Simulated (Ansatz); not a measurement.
Basis sets compared for Ga(CO)H3 (CH3GaO). Total charge 0; singlet. Geometry PBE0-D4/def2-TZVP. Ansatz on 4 threads of Arm Neoverse V1 on a shared host; times are rough, and most runs start from earlier orbitals.

```xyz
6

Ga    0.4816   -0.3050   -0.6423
C    -0.7594    0.4987    1.0092
O    -1.3894    0.8759    1.8541
H     1.7151   -0.6363    0.2766
H     0.4859    1.0179   -1.4921
H    -0.5337   -1.4513   -1.0055
```

The 6-31G sets use Cartesian d functions.

Binding counts from free atoms (Ga doublet, C triplet, O triplet, H doublet) in the same basis, without a counterpoise term.

```tsv
level	functions	energy (Eh)	HOMO (eV)	LUMO (eV)	binding per atom (eV)	wall time
HF/STO-3G	31	-2013.8337	-6.47	5.84	–	0.15 s
HF/6-31G	53	-2037.2968	-11.33	2.12	2.03	0.25 s
PBE-D4/def2-SVP	75	-2039.1886	-7.06	-2.95	3.44	0.51 s
PBE0-D4/def2-SVP	75	-2039.2286	-8.28	-1.88	3.34	0.75 s
```

Task: Estimate the rows for HF/def2-TZVP (with forces), PBE-D4/def2-TZVP, PBE0-D4/def2-TZVP.

Result: 
| level | functions | energy (Eh) | HOMO (eV) | LUMO (eV) | binding per atom (eV) | wall time |
| --- | --- | --- | --- | --- | --- | --- |
| HF/def2-TZVP (with forces) | 128 | -2037.7507 | -11.38 | 2.21 | 2.36 | 0.76 s |
| PBE-D4/def2-TZVP | 128 | -2039.5718 | -7.14 | -3.01 | 3.41 | 1.4 s |
| PBE0-D4/def2-TZVP | 128 | -2039.6104 | -8.34 | -1.91 | 3.32 | 1.1 s |
